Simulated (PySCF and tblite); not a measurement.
The numbers below are computed, except where a source is named.
2 E/Z isomers of C₄H₅FO₂, numbered alike:

| isomer | SMILES | descriptors |
| --- | --- | --- |
| A | [CH3:1][O:2][C:3](=[O:4])/[CH:5]=[CH:6]/[F:7] | 5=6 E |
| B | [CH3:1][O:2][C:3](=[O:4])/[CH:5]=[CH:6]\[F:7] | 5=6 Z |

Protocol: conformer search, at most 6 conformers an isomer, GFN2-xTB geometries, energies TPSS/def2-TZVP (D3(BJ) added where defined), GIAO shieldings PBE0/pcSseg-1, weights at 298.15 K with GFN2-xTB thermal terms. Programs: PySCF with density fitting and tblite.

What shifts does each isomer give (ppm)?


A: ¹H (against TMS): 7.91 (H6, 1H), 5.86 (H5, 1H), 3.93 (H1, 3H). ¹³C (against TMS): 176.0 (C6), 171.9 (C3), 112.3 (C5), 53.8 (C1). ¹⁹F (against CFCl3): -103.2 (F7).

B: ¹H (against TMS): 7.07 (H6, 1H), 5.39 (H5, 1H), 3.92 (H1, 3H). ¹³C (against TMS): 169.6 (C3), 169.5 (C6), 110.8 (C5), 53.4 (C1). ¹⁹F (against CFCl3): -88.9 (F7).

Which carbons tell the isomers apart best?

C6: 176.0 in A, 169.5 in B; C3: 171.9 in A, 169.6 in B ppm.

Unscaled ¹⁹F shifts at such levels can be off by tens of ppm; differences between conformers or isomers are more reliable. Shifts are unscaled: against experiment ¹³C can be off by 15 ppm or more and ¹H by 0.8 ppm. The minima are those of GFN2-xTB; planar forms about aryl–S or allylic bonds may be saddles in DFT.
